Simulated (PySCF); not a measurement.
## Adding and removing an electron: PbBr

UHF-CCSD(T); PySCF, scalar-relativistic core potentials, basis sets Pb cc-pVDZ-PP with ECP60, Br cc-pVDZ-PP with ECP10. Neutral (UHF): doublet (π ↑), Re = 2.649 Å, ωe = 209 cm⁻¹, De = 2.89 eV.

PbBr⁺ (RHF): singlet (closed shell), Re = 2.525 Å, ωe = 256 cm⁻¹. The energies at the minima are -607.60303 hartree for PbBr and -607.36118 for PbBr⁺.

**Question.** Work out the adiabatic ionisation energy, without and with harmonic zero-point energies (1 hartree = 27.2114 eV, 1 eV = 8065.5 cm⁻¹), and the change of the bond length.

**Answer.** At CCSD(T): 0.24185 hartree = 6.581 eV between the minima; the zero-point term (256.0 − 209.0)/2 cm⁻¹ = +0.003 eV makes it 6.584 eV. Re changes by -12.4 pm against the neutral. The electron leaves a π orbital, and the shorter bond of the ion fits an antibonding orbital, or a change in how ionic the bond is.

Correlated steps freeze 8 core orbitals. Correlated levels converge slowly with the basis: in double zeta they bind strong bonds too weakly, by up to about 1 eV, and carry superposition errors of some tenths. These are scalar-relativistic numbers at best; spin–orbit coupling would shift them, the dissociation energy most. States were picked by a PBE0 search and need not be the measured ground states.

Neutral and ion stand on different kinds of reference determinant, which adds to the error of the difference.
